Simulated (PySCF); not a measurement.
Cartesian coordinates (Å):
SMILES: N=C=N
```xyz
5

N     -1.1963     0.1245     0.0076
C     -0.0021     0.1071     0.2502
N      1.1886     0.2746     0.4494
H     -1.8459    -0.3381     0.6286
H      1.8601    -0.3916     0.0929
```
Charge 0, multiplicity 1.

Predict the dipole moment, HOMO–LUMO gap and total energy from PySCF 2.14.0 with PBE-D3(BJ)/def2-TZVP // B3LYP-D3(BJ)/def2-TZVP.


dipole moment: 1.99 D
HOMO–LUMO gap: 6.53 eV
total energy: -148.6794 Ha
